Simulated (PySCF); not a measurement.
Zn(OH) (HOZn), SMILES [OH][Zn] (connectivity only; charge and spin as stated), neutral, multiplicity 2. Geometry optimised at PBE0-D3(BJ)/def2-TZVP. The multiplicity is an assumed one; other spin states were not compared. The isomer is the one that the SMILES or the coordinates give; other isomers of the formula were not compared.

Calculation: PySCF with PBE0-D3(BJ)/def2-TZVP.

Harmonic wavenumbers (cm⁻¹): 583, 709, 3875. Rotational constants (GHz): 708.6, 10.94, 10.77; symmetry number 1.

Work out the zero-point energy and the ideal-gas rigid-rotor harmonic-oscillator thermochemistry at 298.15 K and 1 atm.

ZPE = ½ Σ hcν = ½ × 5167 cm⁻¹ = 7.39 kcal/mol. H − E(el) = 9.93 kcal/mol. Entropy in cal/(mol K): translation 39.14, rotation 18.89, vibration 0.78, spin 1.38, total 60.19. G − E(el) = -8.01 kcal/mol. Cp = 9.83 cal/(mol K).
